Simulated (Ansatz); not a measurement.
`[CH3][SnH]([F])[SH]` + HCl → `[F][SnH]([SH])[Cl]` + CH₄ at 700 K and 1 bar (ligand exchange at the Sn–C bond).

Computed with Ansatz on PBE0-D4/def2-TZVP structures; ΔE is electronic, products minus reactants. CCSD(T)/CBS adds triple-zeta CCSD(T) − MP2 to the extrapolated MP2 energy (def2 sets, frozen cores). This one scheme is used for every species. def2 core potentials past Kr. For Sn outer-core shells are correlated without core-valence functions, which leaves a few kJ/mol of doubt a bond. One conformer a species, not always the lowest.

| species | CCSD(T)/CBS energy (Eh) | H − E (kJ/mol) | S (J/(mol·K)) |
| --- | --- | --- | --- |
| `[CH3][SnH]([F])[SH]` | -752.71910 | 218.2 | 480.8 |
| HCl | -460.38127 | 38.4 | 211.8 |
| `[F][SnH]([SH])[Cl]` | -1172.67563 | 113.9 | 451.2 |
| CH₄ | -40.46206 | 145.9 | 224.0 |

H − E and S are ideal-gas, rigid-rotor, harmonic terms from PBE0-D4/def2-TZVP, for one conformer and one mirror image of each species. 1 Eh = 2625.50 kJ/mol, R = 8.31446 J/(mol·K).

Question: By hand: ΔE, ΔH, ΔS and ΔG.

Answer: ΔE = (-1172.67563) + (-40.46206) − (-752.71910) − (-460.38127) = -0.03732 Eh = -98.0 kJ/mol. Δ(H − E) = 113.9 + 145.9 − 218.2 − 38.4 = 3.2, so ΔH = -94.8 kJ/mol. ΔS = 451.2 + 224.0 − 480.8 − 211.8 = -17.4 J/(mol·K). ΔG = -94.8 − 700 × (-17.4)/1000 = -82.6 kJ/mol.

Question: By hand: the equilibrium constant, and the temperature at which ΔG would vanish if ΔH and ΔS stayed fixed.

Answer: log₁₀ K = −ΔG/(RT ln 10) = 6.2. ΔG = 0 at ΔH/ΔS = 5448 K, far beyond where these terms or the molecules hold.

ΔH outweighs TΔS. A doubt of 5 kJ/mol in ΔE shifts log₁₀ K by 0.4 here. Other conformers and mirror images would add mixing entropy, several J/(mol·K) or more a flexible species. These are equilibria of isolated gas molecules and say nothing of rates. Largest T1 diagnostic: 0.013 (customary marks: 0.02 for closed shells, 0.045 for open ones).
